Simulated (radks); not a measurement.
Correlation energies from several functionals, in hartree. Species: Gd28+ [Kr]; Cl2+ [Ne] 3s2 3p3. Method: non-relativistic Kohn-Sham, PBE, spin-polarised, spherical densities, point nucleus; computed with a radial shooting solver on a logarithmic mesh with Libxc functionals. Every spin shell is full or empty, so the densities are truly spherical. Functionals are evaluated on that one density, not self-consistently.

| functional | Gd28+ | Cl2+ |
|---|---|---|
| PW92 | -4.1839 | -1.1953 |
| VWN5 | -4.2000 | -1.2015 |
| Wigner | -1.9883 | -0.70539 |
| Chachiyo | -4.1483 | -1.1713 |
| PBEsol | -2.3646 | -0.65103 |
| LYP | -1.9878 | -0.60591 |
| P86 | -2.4870 | -0.63123 |
| AM05 | -3.8919 | -1.0837 |
| OP (B88) | -1.9664 | -0.57970 |
| TPSS | -2.0638 | -0.56011 |
| SCAN | -2.0669 | -0.55292 |
| r2SCAN | -2.0826 | -0.55830 |
| Tao-Mo | -1.9892 | -0.50802 |
